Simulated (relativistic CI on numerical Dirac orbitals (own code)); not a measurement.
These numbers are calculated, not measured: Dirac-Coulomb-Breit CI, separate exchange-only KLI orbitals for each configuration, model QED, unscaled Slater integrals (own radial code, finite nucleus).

Configuration list (outside the closed core [Ar]): 3d¹⁰4s, 3d¹⁰4p, 3d¹⁰4d, 3d¹⁰4f, 3d¹⁰5s, 3d¹⁰5p, 3d¹⁰5d, 3d¹⁰5f, 3d¹⁰5g, 3d¹⁰6s, 3d¹⁰6p, 3d⁹4s², 3d¹⁰6d, 3d¹⁰6f, 3d⁹4s4p, 3d¹⁰7s, 3d¹⁰8s, 3d⁹4s4d, 3d⁹4s4f, 3d⁹4s5s, 3d⁹4s5p, 3d⁹4s5d, 3d⁹4s5f. Double excitations out of closed p, d and f shells are left out; levels of such configurations are missing from the list, as are those of other unlisted configurations, and high levels can miss mixing partners.

At this charge energies of transitions that change n are usually good to better than 1 %, and those within a shell (Δn = 0) to a few per cent.

Outline of the computed level scheme of Os XLVIII. Lowest level of each configuration: 3d¹⁰4s ²S1/2 at 0.00 eV; 3d¹⁰4p ²P°1/2 at 102.42 eV; 3d¹⁰4d ²D3/2 at 376.52 eV; 3d¹⁰4f ²F°5/2 at 569.12 eV; 3d¹⁰5s ²S1/2 at 1046.20 eV; 3d¹⁰5p ²P°1/2 at 1096.19 eV; 3d¹⁰5d ²D3/2 at 1226.20 eV; 3d¹⁰5f ²F°5/2 at 1312.76 eV; 3d¹⁰5g ²G7/2 at 1354.82 eV.

Some strong electric-dipole decays among the lowest 16 levels: 3d¹⁰5g ²G9/2 → 3d¹⁰4f ²F°7/2 (2.5e+13 s⁻¹); 3d¹⁰5g ²G7/2 → 3d¹⁰4f ²F°5/2 (2.5e+13 s⁻¹); 3d¹⁰5f ²F°7/2 → 3d¹⁰4d ²D5/2 (1.4e+13 s⁻¹); 3d¹⁰5f ²F°5/2 → 3d¹⁰4d ²D3/2 (1.3e+13 s⁻¹); 3d¹⁰5s ²S1/2 → 3d¹⁰4p ²P°3/2 (8.1e+12 s⁻¹); 3d¹⁰5d ²D5/2 → 3d¹⁰4p ²P°3/2 (6.9e+12 s⁻¹); 3d¹⁰5p ²P°1/2 → 3d¹⁰4s ²S1/2 (5.4e+12 s⁻¹); 3d¹⁰5p ²P°1/2 → 3d¹⁰4d ²D3/2 (4.3e+12 s⁻¹).

LS names give the leading component of a level, which can be under half, so a name can repeat, a term be missing and a line seem to break the LS rules.
